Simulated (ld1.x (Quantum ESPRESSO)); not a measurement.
# u(r) = r·R(r): atom against pseudo-atom (vanadium)

Columns: radius, all-electron u(r) and pseudo u(r) of the 4s shell (level -27.73 eV) of vanadium in the configuration [Ne] 3s2 3p6 3d2 4s0 4p0; revPBE, scalar-relativistic, TM scheme, ld1.x (Quantum ESPRESSO) 7.5.

```csv
r (bohr),all-electron,pseudo
0.105,-0.0613,-0.0207
0.210,-0.2286,-0.0417
0.315,-0.1047,-0.0632
0.420,0.1058,-0.0855
0.525,0.2754,-0.1089
0.630,0.3633,-0.1337
0.735,0.3708,-0.1604
0.840,0.3159,-0.1895
0.945,0.2198,-0.2216
1.050,0.1009,-0.2574
1.155,-0.0266,-0.2974
1.260,-0.1525,-0.3421
1.365,-0.2704,-0.3917
1.470,-0.3762,-0.4455
1.575,-0.4677,-0.5017
1.680,-0.5442,-0.5577
1.785,-0.6060,-0.6098
1.890,-0.6538,-0.6543
1.995,-0.6886,-0.6886
2.100,-0.7115,-0.7115
2.205,-0.7241,-0.7241
2.310,-0.7274,-0.7274
2.415,-0.7228,-0.7228
2.520,-0.7115,-0.7115
2.625,-0.6945,-0.6945
2.730,-0.6729,-0.6729
```

How many radial nodes do the two functions have?

The all-electron 4s function has n − l − 1 = 3 (the table is too coarse to show those close to the nucleus); the pseudo-wave has 0, since the states of the same l below it are removed with the core.

At about which radius was the pseudo-wave matched?

2.10 bohr. The columns agree to 0.0005 from 1.89 bohr on; several derivatives are matched, so the curves merge somewhat inside the radius.

Is the pseudo-wave norm-conserving?

Yes: the TM scheme keeps the norm inside the radius equal to the all-electron one, which fixes the energy derivative of the logarithmic derivative at the level.
